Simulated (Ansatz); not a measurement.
The cluster Cs2F. Charge 0, multiplicity 4. Geometry PBE0-D4/def2-TZVP; atoms count from 1.

```xyz
3

Cs    0.087    2.403   -2.157
Cs    0.290   -3.204    0.287
F    -0.377    0.802    1.870
```

In the def2 sets Cs takes a core potential; there is no spin–orbit coupling. In the quartet geometry the species has come apart into loosely held pieces. At PBE0-D4/def2-TZVP a doublet of charge 0 lies 5.77 eV below the quartet, each at its own geometry. The structure comes from a short search, and lower isomers may exist.

Question: Estimate the Mulliken populations from the PBE0/def2-TZVP orbitals of Ansatz.

Answer: 
| atom | charge (e) | spin (α − β) |
| --- | --- | --- |
| Cs1 | -0.01 | 1.00 |
| Cs2 | -0.01 | 1.00 |
| F3 | 0.01 | 1.00 |
Mulliken values and Mayer orders depend strongly on the basis.

Question: Where does the spin sit?

Answer: Summed by element: Cs 2.00, F 1.00, of 3 unpaired in all. Largest on single atoms: Cs1 1.00, Cs2 1.00, F3 1.00.
